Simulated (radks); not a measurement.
Q: The platinum anion Pt2-, [Hg], held by a Watson sphere: a shell of charge +2 at radius R that stands for the Madelung well of a crystal (potential energy -2/R inside, -2/r outside, in hartree with lengths in bohr). All-electron calculation, scalar-relativistic Kohn-Sham, PBE, spin-unpolarised, spherical densities, finite nucleus; Fermi nuclear charge, rms radius of each element as measured or else 0.836 A^(1/3) + 0.57 fm. Program: a radial shooting solver on a logarithmic mesh with Libxc functionals. Response by self-consistent Sternheimer equations with the Hartree and adiabatic LDA kernel, the relativistic mass of each level held fixed and spin-orbit coupling left out. The sphere does not respond.

R (bohr)  e(5p) (eV)  e(6s) (eV)  e(5d) (eV)  <r> 5d (bohr)  sum of <r^2> (bohr^2)  X-ray form factor at sin(theta)/lambda = 0.1 1/angstrom  alpha (bohr^3)
2.81         -54.764      -6.899      -5.839          1.814                  80.12                                                   75.034           53.19
3.09         -54.322      -6.513      -5.289          1.838                  82.84                                                   74.933           60.76
3.29         -54.029      -6.220      -4.925          1.853                  84.74                                                   74.868           66.91
3.93         -53.184      -5.287      -3.912          1.890                  90.69                                                   74.692           91.10
4.04         -53.052      -5.135      -3.758          1.896                  91.69                                                   74.667           96.05
4.22         -52.845      -4.894      -3.519          1.904                  93.32                                                   74.628           104.7
4.54         -52.501      -4.490      -3.130          1.917                  96.21                                                   74.566           122.1
5.36         -51.756      -3.608      -2.311          1.944                  103.7                                                   74.444           181.7

Estimate the row for R = 3.9 bohr.

A: e(5p) (eV) -53.221; e(6s) (eV) -5.329; e(5d) (eV) -3.954; <r> 5d (bohr) 1.889; sum of <r^2> (bohr^2) 90.41; X-ray form factor at sin(theta)/lambda = 0.1 1/angstrom 74.699; alpha (bohr^3) 89.80.
